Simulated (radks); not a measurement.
Results of a calculation; reference values are marked as such.
Problem. Successive ionisation energies (eV) of one element, from differences of total energies of ions in their ground configurations, starting at charge 8: 154.73, 178.46, 201.74, 225.76, 250.47, 342.62, 369.92, 397.64. Level of theory: Dirac Kohn-Sham, PBE, spin-unpolarised, spherical densities, finite nucleus; open shells fill j = l - 1/2 first; Fermi nuclear charge, rms radius 4.6156 fm (a radial shooting solver on a logarithmic mesh with Libxc functionals). Which element is it?

Solution. Indium (Z = 49). The first species listed is In8+ in [Kr] 4d5, the last In15+ in [Ar] 3d10 4s2 4p4.
